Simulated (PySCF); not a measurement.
# Reading the logs of faulty runs: AlBH4NO

All numbers below are calculated, not measured. They come from PySCF 2.14.0, an open-source quantum chemistry program, on an isolated molecule that a program drew, which may never have been made. The molecule is AlBH4NO (charge 0, doublet), drawn as the SMILES string `B[NH][Al][OH]`.

Each row is a Hartree-Fock (HF) and frozen-core CCSD(T) single point in the cc-pV(D+d)Z basis, meant for a local HF minimum. Run 1 is clean. Each other run has one planted mistake out of seven kinds, and not every kind appears here: one electron removed, one electron added, multiplicity raised by two, geometry at a saddle point, minimal basis STO-3G, one bond length entered in bohr, all coordinates scaled. The reference is restricted for singlets and unrestricted otherwise, and also for a bond in bohr. Adding or removing an electron swaps singlet and doublet. Electrons count all cores. HOMO and LUMO are orbital energies over both spins, the gradient is its largest component, and the lowest frequency (negative if imaginary) is given only where the gradient is small. Bond lengths are over the 7 bonds as drawn. T1 is the CCSD diagnostic: over 0.02 (restricted) or 0.045 (unrestricted) a single reference is doubtful.

Geometry of the clean run:
```xyz
8
AlBH4NO, angstrom
B    -1.6884    0.7251    1.2953
N    -0.6418    0.2037    0.5139
Al    0.5072   -1.1059    1.0129
O     1.6993   -1.5887   -0.0827
H    -1.8714    0.2881    2.4046
H    -2.4027    1.5991    0.8745
H    -0.5507    0.6168   -0.3986
H     1.9085   -1.3036   -0.9563
```

```
run  electrons  basis functions  <S^2>  HOMO (eV)  LUMO (eV)  gradient (hartree/bohr)  lowest frequency (cm^-1)  mean bond (Å)  longest bond (Å)      T1  HF (hartree)  CCSD(T) (hartree)               mistake
  1         37               85  0.752      -8.83       1.19                  4.8e-06                        92         1.3239             1.812  0.0158    -398.34749         -398.87634              no fault
  2         36               85  0.000     -16.80      -7.53                  7.7e-02                         -         1.3239             1.812  0.0172    -398.04646         -398.57247  one electron removed
  3         37               28  0.753      -5.80       6.85                  6.7e-02                         -         1.3239             1.812  0.0226    -393.34428         -393.52999                     ?
  4         37               85  0.752      -8.98       1.03                  2.4e-02                         -         1.3570             1.858  0.0167    -398.34281         -398.87640                     ?
```

**Which mistake was planted in run 3, and what did it cost?**

It has 28 basis functions where the clean run has 85, with the same electrons and geometry. So the mistake is: minimal basis STO-3G. Subtracting run 1 and multiplying by 627.51 kcal/mol a hartree, the energy moved by 3139.6 kcal/mol in HF and 3354.9 kcal/mol in CCSD(T).

**Which mistake was planted in run 4, and what did it cost?**

The mean and the longest bond both change by the same factor, 1.025, and the gradient is no longer small. So the mistake is: all coordinates scaled. Subtracting run 1 and multiplying by 627.51 kcal/mol a hartree, the energy moved by 2.9 kcal/mol in HF and 0.0 kcal/mol in CCSD(T).

